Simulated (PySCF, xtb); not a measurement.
C2H6ClNSn, SMILES [N]([Sn][Cl])(C)C (connectivity only; charge and spin as stated), neutral, multiplicity 1.

GFN2-xTB (xtb 6.7.1) at its own geometry gives an orbital gap of 2.68 eV and a dipole moment of 4.26 D.

Geometry optimised at PBE0-D3(BJ)/def2-SVP. The structure was generated by enumeration; whether it is a known compound was not checked. The def2 effective core potentials stand for the cores of Sn; spin–orbit coupling is left out. The values are those of a single conformer.

Task: What does CAM-B3LYP/def2-TZVP (PySCF) give? (The exact figures need the calculation; the answer reports its results.)

Result: gap 6.60 eV (levels -7.87 and -1.27 eV), dipole 3.28 D.
